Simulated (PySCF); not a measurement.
## La(45+) (lanthanum, charge +45): Hartree-Fock from Schrödinger to Dirac-Coulomb-Breit

Occupied: 1s1/2, 2s1/2, 2p1/2, 2p3/2, 3s1/2. Hartree-Fock calculated with PySCF 2.14 in an even-tempered Gaussian basis (17 s from 4.7 bohr⁻², ratio 2.7; 13 p from 5.6 bohr⁻², ratio 2.7), Gaussian nucleus throughout. NR is non-relativistic, sf-X2C the spin-free one-electron X2C Hamiltonian, X2C adds the bare one-electron spin-orbit term, X2C-SNSO screens it by Boettger's factors, DC is four-component Dirac-Coulomb, and the Gaunt and Breit terms are added at first order (total energies over the DC spinors, levels after relaxing the spinors in that mean field). QED terms are absent. Levels marked empty are virtual spinors of this ion; the basis has s and p functions only, so 3d, which can lie below the n = 4 levels, is absent.

```
Hamiltonian  E (hartree)  E − E(DC) (hartree)  CPU seconds
         NR   -6277.4546             254.4834         0.42
     sf-X2C   -6526.9455               4.9924          0.2
        X2C   -6529.9690               1.9689         0.25
   X2C-SNSO   -6529.7518               2.1861         0.22
         DC   -6531.9379               0.0000           10
   DC+Gaunt   -6525.6687               6.2692           17
   DC+Breit   -6526.2237               5.7143           52
```

| level (eV) | NR | sf-X2C | X2C | X2C-SNSO | DC | DC+Gaunt | DC+Breit |
| --- | --- | --- | --- | --- | --- | --- | --- |
| 1s1/2 | -40352.7 | -42183.2 | -42179.2 | -42179.5 | -42217.5 | -42115.7 | -42122.5 |
| 2s1/2 | -8701.9 | -9206.7 | -9205.7 | -9205.8 | -9210.6 | -9200.1 | -9200.8 |
| 2p1/2 | -8401.2 | -8566.9 | -8878.2 | -8866.2 | -8868.5 | -8850.3 | -8852.3 |
| 2p3/2 | -8401.2 | -8566.9 | -8430.7 | -8435.3 | -8438.8 | -8426.0 | -8427.9 |
| 3s1/2 | -3548.5 | -3702.9 | -3702.7 | -3702.7 | -3703.9 | -3701.1 | -3701.5 |
| 3p1/2 (empty) | -3376.7 | -3440.9 | -3519.2 | -3516.2 | -3516.8 | -3512.2 | -3512.9 |
| 3p3/2 (empty) | -3376.7 | -3440.9 | -3406.4 | -3407.5 | -3408.2 | -3405.1 | -3405.8 |
| 4s1/2 (empty) | -1877.2 | -1937.6 | -1937.5 | -1937.5 | -1937.9 | -1936.9 | -1937.1 |

```
interval (eV)    X2C  X2C-SNSO     DC  DC+Gaunt  DC+Breit
2p3/2 − 2p1/2  447.5     430.9  429.8     424.3     424.3
3p3/2 − 3p1/2  112.9     108.7  108.5     107.1     107.1
```

Weight of the small component: 1s1/2 0.0445, 2s1/2 0.0100, 2p1/2 0.00991, 2p3/2 0.00938, 3s1/2 0.00379, 3p1/2 0.00371, 3p3/2 0.00358, 4s1/2 0.00180.

Koopmans' value for the highest occupied level at DC+Breit: 3701.5 eV, against an ionisation energy of 3704 ± 4 eV (theoretical estimate listed by NIST; NIST Atomic Spectra Database, ionization energies); the former lacks relaxation, correlation, QED and recoil.

The whole ladder took 84 s of wall time on 1 thread of AMD EPYC 7R43 64-Core Processor (shared host), launched as `OMP_NUM_THREADS=1 python relrun2.py TASK.json OUT` (a driver that calls PySCF for each Hamiltonian).
